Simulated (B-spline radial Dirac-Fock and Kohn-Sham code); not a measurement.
## Dipole and non-dipole photoemission parameters of Ho 3p1/2

System: atomic holmium, configuration [Xe] 4f11 6s2; threshold 1923.0 eV (tabulated edge). Level of theory: Dirac-Hartree-Slater photoionisation with a Latter tail; cross sections with all multipoles, angular parameters from the dipole term and its interference with E2; a radial atomic solver.

For linearly polarised light dσ/dΩ = σ/(4π) [1 + β P₂(cos θ) + (δ + γ cos²θ) sin θ cos φ], with θ from the polarisation vector and φ the angle between the beam and the projection of the electron momentum on the plane normal to the polarisation.

| hν (eV) | σ (kb) | β | γ | δ |
| --- | --- | --- | --- | --- |
| 2000 | 59.8 | 0.529 | -0.010 | 0.233 |
| 2350 | 49.6 | 1.233 | 0.434 | 0.077 |
| 2480 | 46.2 | 1.323 | 0.370 | 0.052 |
| 3370 | 28.9 | 1.547 | 0.032 | 0.006 |
| 4000 | 21.4 | 1.587 | -0.015 | 0.001 |
| 5400 | 11.9 | 1.598 | 0.103 | 0.002 |
| 5414.7 | 11.9 | 1.597 | 0.105 | 0.003 |
| 5610 | 11.0 | 1.595 | 0.132 | 0.003 |
| 6230 | ? | ? | ? | ? |
| 6290 | 8.69 | 1.586 | 0.232 | 0.005 |
| 7440 | 6.03 | 1.564 | 0.412 | 0.010 |
| 10400 | 2.77 | 1.498 | 0.857 | 0.027 |
| 11200 | 2.31 | 1.480 | 0.964 | 0.032 |
| 12000 | 1.95 | 1.463 | 1.065 | 0.038 |
| 13300 | 1.51 | 1.435 | 1.219 | 0.047 |

Problem. Give the values at 6230 eV.

Solution. σ = 8.86 kb, β = 1.587, γ = 0.223, δ = 0.005.

Values without a named source are computed, but for edge energies of neutral atoms, which are taken from tables.
